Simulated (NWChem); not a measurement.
## Atomisation of silicon monosulfide (SSi)

```
Si
S 1 1.9396
```
Charge 0, spin multiplicity 1.

All runs are NWChem calculations. The geometry was optimised at PBE0/def2-SVP, a minimum by its harmonic frequencies.

Basis set: def2-TZVP. The atomisation energy is electronic alone: no zero-point, thermal, spin-orbit or counterpoise terms. No value is extrapolated to the basis-set limit. Free atoms are single determinants with multiplicities Si 3, S 3.

B3LYP has NWChem's definition, with VWN1-RPA local correlation. The stability of the SCF solutions was not checked.

### Question
One of these methods gave an atomisation energy of 149.5 kcal/mol. Which?
(A) r2SCAN
(B) PBE
(C) CAM-B3LYP
(D) B3LYP

### Answer
B, PBE. The others give 142.2 (B3LYP), 140.0 (CAM-B3LYP), 145.6 (r2SCAN).
